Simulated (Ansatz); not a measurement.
Two isomers of CH8FNSi2: A = `N[SiH2]C(F)[SiH3]`, B = `C[SiH](F)N[SiH3]`.

Calculated with Ansatz (gas phase, PBE0-D4/def2-TZVP geometries, no zero-point term in ΔE). CCSD(T)/CBS is the MP2 limit (def2-TZVPP, def2-QZVPP) plus CCSD(T) − MP2 in def2-TZVPP, frozen cores. Functionals use def2-TZVPP. B3LYP here is the variant with VWN-RPA as its local correlation; programs differ in this. Each species was taken in one conformer, which may not be the lowest.

A:

```xyz
13

N     1.182   -0.033   -1.783
Si   -0.455   -0.136   -1.295
C    -0.844    0.506    0.448
F    -0.608    1.898    0.479
Si    0.134   -0.304    1.849
H     1.880   -0.649   -1.399
H     1.580    0.857   -2.035
H    -0.865   -1.566   -1.299
H    -1.262    0.669   -2.245
H    -1.916    0.350    0.639
H     1.593   -0.146    1.617
H    -0.219    0.306    3.157
H    -0.201   -1.753    1.867
```

B:

Z-matrix (Å, degrees):
```
C
Si 1 1.850
H 1 1.093 2 110.0
H 1 1.092 2 110.9 3 119.8
H 1 1.092 2 111.4 3 -119.5
F 2 1.606 1 107.0 3 58.1
N 2 1.713 1 112.2 3 -179.7
H 2 1.483 1 113.4 3 -58.0
Si 7 1.730 2 130.5 1 -38.4
H 7 1.011 2 114.0 1 150.7
H 9 1.484 7 107.6 2 3.7
H 9 1.487 7 111.7 2 -116.3
H 9 1.488 7 111.4 2 123.3
```

(1) Which isomer does CCSD(T)/CBS put lower? Give the gap. (Best estimate.)

(2) Give E(B) − E(A) in kJ/mol with MP2/def2-TZVPP, B2PLYP, B3LYP-D4, HF/def2-TZVPP, ωB97M-V, r2SCAN-D4, CCSD(T)/def2-TZVPP. (Best estimate.)

Largest T1 diagnostic: 0.012.

Answers

(1) The calculation gave: B, by 344.0 kJ/mol.

(2) Ansatz gave: MP2/def2-TZVPP -355.7, B2PLYP -341.0, B3LYP-D4 -331.0, HF/def2-TZVPP -353.4, ωB97M-V -335.1, r2SCAN-D4 -335.4, CCSD(T)/def2-TZVPP -341.3. None reverses the order clearly.

From PBE to PBE0 (25 % exact exchange), in def2-TZVPP and without D4, E(B) − E(A) moves by −13.8 kJ/mol.
